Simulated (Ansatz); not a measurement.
Relaxation of AlH$_{3}$Sb (5 atoms, charge 0, multiplicity 2), to a largest force component of 0.015 eV/Å in at most 40 steps.

The calculation used UKS PBE0/def2-SVP (Ansatz).

```xyz
5
Properties=species:S:1:pos:R:3
Al 0.621 -1.011 0.130
Sb -0.808 1.213 0.312
H 1.030 -1.998 1.339
H -1.408 0.276 -1.046
H 0.565 1.519 -0.736
```

Task: Where does it end, and by what steps?

Result: The run converged. After 11 steps the energy has fallen by 0.244 eV; Al1 moved furthest, 0.61 Å.

```json
{"step": "0", "energy less start (eV)": "0.0000", "largest force component (eV/Å)": "0.564", "accepted": "yes"}
{"step": "1", "energy less start (eV)": "-0.1376", "largest force component (eV/Å)": "0.192", "accepted": "yes"}
{"step": "2", "energy less start (eV)": "-0.1678", "largest force component (eV/Å)": "0.471", "accepted": "yes"}
{"step": "3", "energy less start (eV)": "-0.1653", "largest force component (eV/Å)": "0.393", "accepted": "no"}
{"step": "4", "energy less start (eV)": "-0.1894", "largest force component (eV/Å)": "0.087", "accepted": "yes"}
{"step": "5", "energy less start (eV)": "-0.1908", "largest force component (eV/Å)": "0.025", "accepted": "yes"}
{"step": "6", "energy less start (eV)": "-0.1983", "largest force component (eV/Å)": "0.098", "accepted": "yes"}
{"step": "7", "energy less start (eV)": "-0.2181", "largest force component (eV/Å)": "0.093", "accepted": "yes"}
{"step": "8", "energy less start (eV)": "-0.2398", "largest force component (eV/Å)": "0.084", "accepted": "yes"}
{"step": "9", "energy less start (eV)": "-0.2436", "largest force component (eV/Å)": "0.020", "accepted": "yes"}
{"step": "10", "energy less start (eV)": "-0.2437", "largest force component (eV/Å)": "0.016", "accepted": "yes"}
{"step": "11", "energy less start (eV)": "-0.2438", "largest force component (eV/Å)": "0.008", "accepted": "yes"}
```

```xyz
5
Properties=species:S:1:pos:R:3
Al 1.141 -0.920 0.440
Sb -0.542 1.159 0.260
H 0.539 -2.236 1.155
H -1.470 0.168 -0.800
H 0.332 1.828 -1.055
```

Whether the end is a true minimum wasn't checked by a vibrational analysis.

Time of the run: 22 s on 1 thread of Intel(R) Xeon(R) 6975P-C (Granite Rapids), on a shared host, peak memory 0.17 GiB.
